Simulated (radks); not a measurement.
Values are calculated unless marked as measured or tabulated.
Q: Level of theory: non-relativistic Kohn-Sham, LB94 model potential, spin-polarised, spherical densities, point nucleus; open shells are filled with parallel spins first (spin-orbit coupling, left out, can overturn this in heavy ions) (a radial shooting solver on a logarithmic mesh with Libxc functionals). Response by self-consistent Sternheimer equations with the Hartree and adiabatic LDA kernel. For heavy and open-shell atoms this level of theory can miss by tens of per cent. Rank Ag, Fe, V3+, I, Te, Cd+, Kr+, He (NIST ground configurations) by static dipole polarisability, largest first.

A: Fe 47.80, Ag 38.76, Te 37.24, I 31.78, Cd+ 20.40, Kr+ 10.76, V3+ 2.196, He 1.390 bohr^3.
